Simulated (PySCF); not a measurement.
A calculated (LDA, PySCF 2.14, x2c-QZVPPall, the spin-free X2C one-electron Hamiltonian (Gaussian nucleus)) atom or ion has these occupied shells.

| shell | electrons | orbital energy (eV) | rms radius, mean of both spins (bohr) |
| --- | --- | --- | --- |
| 1s α | 1 | -20803.6 | 0.0394 |
| 1s β | 1 | -20803.6 | 0.0394 |
| 2s α | 1 | -2966.6 | 0.162 |
| 2s β | 1 | -2966.1 | 0.162 |
| 2p α | 3 | -2657.7 | 0.144 |
| 2p β | 3 | -2657.3 | 0.144 |
| 3s α | 1 | -513.39 | 0.445 |
| 3s β | 1 | -513.05 | 0.445 |
| 3p α | 3 | -411.86 | 0.449 |
| 3p β | 3 | -411.49 | 0.449 |
| 3d α | 5 | -246.65 | 0.438 |
| 3d β | 5 | -246.17 | 0.438 |
| 4s α | 1 | -71.007 | 1.13 |
| 4s β | 1 | -68.783 | 1.13 |
| 4p α | 3 | -43.275 | 1.26 |
| 4p β | 3 | -40.888 | 1.26 |
| 4d α | 5 | -5.476 | 2.07 |
| 5s α | 1 | -4.890 | 3.53 |
| 4d β | 1 | -3.074 | 2.07 |

Q: Name the element and its charge.

A: Tc (technetium, neutral), in [Kr] 4d6 5s1, high-spin 6D determinant (an excited configuration).
